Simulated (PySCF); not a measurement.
BBrH3N, SMILES NBBr.

The structure is a stationary point at B3LYP-D3(BJ)/def2-TZVP. Other conformers were not sampled.

The numbers are results of B3LYP-D3(BJ)/def2-TZVP run with PySCF, not measurements.

Frequencies are harmonic and unscaled.

Q: Estimate the vibrational spectrum. (Estimate from the structure and the level; the computed values follow.)

A: 
| mode | ν (cm⁻¹) | IR (km/mol) | moving atoms (share of kinetic energy) |
|---|---|---|---|
| 1 | 306 | 2.2 | N 44 %, H 23 %, B 17 %, Br 16 % |
| 2 | 549 | 73.9 | H 88 % |
| 3 | 586 | 30.9 | B 58 %, H 24 %, Br 13 % |
| 4 | 607 | 106.2 | H 70 %, N 17 %, B 13 % |
| 5 | 882 | 5.6 | H 79 %, B 20 % |
| 6 | 915 | 2.8 | H 86 %, N 9 % |
| 7 | 1134 | 87.3 | H 69 %, B 16 %, N 15 % |
| 8 | 1341 | 201.6 | B 58 %, H 21 %, N 21 % |
| 9 | 1633 | 141.9 | H 79 %, N 18 % |
| 10 | 2683 | 95.6 | H 91 %, B 9 % |
| 11 | 3576 | 42.2 | H 96 % |
| 12 | 3670 | 38.2 | H 91 %, N 9 % |
